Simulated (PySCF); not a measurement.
## Potential energy of InS⁺ along the bond

Set-up: PySCF, scalar-relativistic core potentials, basis sets In def2-SVPD with ECP28, S def2-SVPD. Energies in eV from In⁺ + S in their ground configurations at the same level. State: ³Σ⁻ (triplet), unpaired electrons π ↑↑.

| R (Å) | PBE0 | UHF-SCS-MP2 | UHF-CCSD(T) | UHF-CCSD |
| --- | --- | --- | --- | --- |
| 2.718 | -0.2980 | -0.0983 |  |  |
| 2.844 | -0.4353 | -0.2605 | -0.3133 | -0.2817 |
| 2.970 | -0.5060 | -0.3537 | -0.4000 | -0.3712 |
| 3.065 | -0.5290 | -0.3922 | -0.4340 | -0.4074 |
| 3.160 | -0.5339 | -0.4116 | -0.4493 | -0.4248 |
| 3.255 | -0.5262 | -0.4172 | -0.4511 | -0.4288 |
| 3.381 | -0.5028 | -0.4102 | -0.4396 | -0.4200 |
| 3.539 | -0.4615 | -0.3871 | -0.4117 | -0.3953 |
| 3.729 | -0.4051 | -0.3494 | -0.3693 | -0.3561 |
| 3.982 | -0.3308 | -0.2950 |  |  |

Problem. Put a parabola through the three lowest points of the PBE0 curve and estimate Re, k and ωe (reduced mass 25.01 u; 1 eV/Å² = 0.16022 mdyn/Å; ωe = 1302.8·√(k/μ) cm⁻¹).

Solution. Through R = 3.065, 3.16, 3.255 Å the second-order coefficient is 0.698 eV/Å², so Re ≈ 3.149 Å, k ≈ 0.224 mdyn/Å and ωe ≈ 123 cm⁻¹. A polynomial fit of higher order to the unrounded PBE0 energies gives Re = 3.144 Å, k = 0.239 mdyn/Å, ωe = 127 cm⁻¹; anharmonicity and rounding make the difference.

The higher-order fit for each curve: PBE0: Re = 3.144 Å, ωe = 127 cm⁻¹, De = 0.53 eV; UHF-SCS-MP2: Re = 3.257 Å, ωe = 108 cm⁻¹, De = 0.417 eV; UHF-CCSD(T): Re = 3.222 Å, ωe = 113 cm⁻¹, De = 0.452 eV; UHF-CCSD: Re = 3.242 Å, ωe = 109 cm⁻¹, De = 0.429 eV.

Correlated steps freeze 9 core orbitals. Correlated levels converge slowly with the basis: in double zeta they bind strong bonds too weakly, by up to about 1 eV, and carry superposition errors of some tenths. These are scalar-relativistic numbers at best; spin–orbit coupling would shift them, the dissociation energy most. For an ion De counts to the pair picked by the measured ionisation energies or electron affinities, which need not be the lowest pair at this level. The state is the lowest determinant that a PBE0 search found; another state may lie lower at other levels.
